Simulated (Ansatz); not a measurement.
Basis sets compared for (HCd-mu-OH)2 (Cd2O2H4). Total charge 0; singlet. Geometry B3LYP-D4/def2-SVP. Ansatz on 4 threads of Intel Xeon on a shared host; times are rough, and most runs start from earlier orbitals.

```xyz
8

Cd   -0.6277   -0.8147   -1.3758
H    -1.2398   -1.6059   -2.7136
O    -1.1497   -0.1453    0.6109
Cd    0.6280    0.8140    1.3760
H     1.2395    1.6069    2.7131
O     1.1499    0.1446   -0.6106
H    -1.9951   -0.2514    1.0595
H     1.9949    0.2518   -1.0596
```

In the def2 sets Cd takes a core potential; there is no spin–orbit coupling.

Binding counts from free atoms (Cd singlet, H doublet, O triplet) in the same basis, without a counterpoise term.

```csv
level,functions,energy (Eh),HOMO (eV),LUMO (eV),binding per atom (eV),wall time
PBE-D4/def2-SVP,110,-488.0576,-6.22,-1.35,2.52,3.9 s
PBE-D4/def2-TZVP,166,-488.3271,-6.49,-1.58,2.49,4.3 s
r2SCAN-D4/def2-TZVP (with forces),166,-488.5279,-6.85,-1.21,2.52,7.5 s
PBE0-D4/def2-SVP,110,-488.0414,-7.65,-0.45,2.46,4.5 s
PBE0-D4/def2-TZVP,166,-488.3056,-7.74,-0.70,2.43,7 s
```

(1) Estimate the rows for PBE-D4/def2-TZVPD, r2SCAN-D4/def2-TZVPD, PBE0-D4/def2-TZVPD.

Results:

(1) 
```
               level  functions  energy (Eh)  HOMO (eV)  LUMO (eV)  binding per atom (eV)  wall time
   PBE-D4/def2-TZVPD        196    -488.3304      -6.60      -1.73                   2.49        6 s
r2SCAN-D4/def2-TZVPD        196    -488.5305      -6.89      -1.34                   2.52       10 s
  PBE0-D4/def2-TZVPD        196    -488.3082      -7.78      -0.89                   2.44       11 s
```
